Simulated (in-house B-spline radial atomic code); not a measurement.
## Sc⁸⁺: [Ne] 3s2 3p1

Computed with an all-electron radial atomic-structure program (B-spline basis): Dirac-Kohn-Sham B3LYP, spherical fractional occupations, Fermi nucleus of rms radius 3.5459 fm.

Screening seen three ways: the hydrogenic charge with the same mean radius, Z_r = [3n² - l(l+1)]/(2<r>), the one with the same energy, Z_e = n√(-2ε), and Slater's rules. Values are occupation-weighted means over j.

| shell | electrons | ε (eV) | <r> (bohr) | Z_r | Z_e | Slater |
| --- | --- | --- | --- | --- | --- | --- |
| 1s | 2 | -4601.4 | 0.07301 | 20.54 | 18.39 | 20.70 |
| 2s | 2 | -649.86 | 0.3404 | 17.63 | 13.82 | 16.85 |
| 2p | 6 | -562.9 | 0.3044 | 16.43 | 12.86 | 16.85 |
| 3s | 2 | -193.82 | 0.9466 | 14.26 | 11.32 | 11.50 |
| 3p | 1 | -166.8 | 0.97 | 12.89 | 10.50 | 11.50 |

The least bound orbital is 3p3/2 at -166.5 eV, and it is also the most diffuse (<r> = 0.9715 bohr).

Spin-orbit splittings of the orbital energies (j = l + 1/2 above j = l - 1/2 when positive): 2p 4.758 eV, 3p 0.7752 eV.

For the 1s electron the small component carries 0.565 % of the norm, the zero-frequency Breit interaction raises the level by 4.186 eV, self-energy by 1.977 eV, and vacuum polarisation lowers it by 0.1499 eV.

Caution: exact exchange at fractional occupations of open shells leaves self-interaction of up to several eV.
